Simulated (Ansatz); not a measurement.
The pair A = H2O (SMILES O) (first 3 atoms), B = CH3Cl (SMILES CCl); geometry from B3LYP-D3(BJ)/def2-TZVP.
(charge 0, multiplicity 1):
```xyz
8

O      0.14542     0.25791     0.11241
H     -0.43692     0.42195     0.86624
H     -0.41688    -0.13738    -0.56121
C      0.81336    -0.91819     3.15373
Cl    -0.80684    -0.13328     3.26394
H      1.12212    -0.88621     2.11361
H      1.49663    -0.35831     3.78422
H      0.71139    -1.93976     3.50587
```

Cores are frozen in the correlated methods. MP2 and its Hartree–Fock in aug-cc-pV(Q+d)Z, aug-cc-pV(T+d)Z are density fitted.

The values were computed with Ansatz (a program for electronic structure). 

The counterpoise-corrected interaction energy is E(AB) − E(A in the pair's basis) − E(B in the pair's basis). Total energies (hartree):

| level | AB | A in the pair's basis | B in the pair's basis |
|---|---|---|---|
| HF/aug-cc-pV(T+d)Z | -575.2121120 | -76.0601293 | -499.1496487 |
| MP2/aug-cc-pV(T+d)Z | -575.8658799 | -76.3292977 | -499.5310367 |
| HF/aug-cc-pV(Q+d)Z | -575.2229668 | -76.0654294 | -499.1552004 |
| MP2/aug-cc-pV(Q+d)Z | -575.9205461 | -76.3518982 | -499.5628582 |
| CCSD(T)/aug-cc-pV(T+d)Z | -575.9264227 | -76.3426449 | -499.5782910 |

### Question
Work out the counterpoise-corrected interaction energy at the basis-set limit: extrapolate the MP2 correlation part as X⁻³, take Hartree–Fock from the larger set, and add the CCSD(T) − MP2 difference of aug-cc-pV(T+d)Z.

### Answer

1. Differences (1 hartree = 627.509 kcal/mol): HF/aug-cc-pV(T+d)Z -1.465; MP2/aug-cc-pV(T+d)Z -3.480; HF/aug-cc-pV(Q+d)Z -1.467; MP2/aug-cc-pV(Q+d)Z -3.633; CCSD(T)/aug-cc-pV(T+d)Z -3.443.
2. Correlation parts, MP2 less HF: -2.015 in aug-cc-pV(T+d)Z (X = 3), -2.167 in aug-cc-pV(Q+d)Z (X = 4).
3. Limit (4³·(-2.167) − 3³·(-2.015))/(4³ − 3³) = -2.277; with HF/aug-cc-pV(Q+d)Z it gives -3.743.
4. CCSD(T) less MP2 in aug-cc-pV(T+d)Z: 0.037.
Result: -3.71 kcal/mol, against -3.48 at MP2/aug-cc-pV(T+d)Z. It is an estimate of this method's limit, not of the exact value.
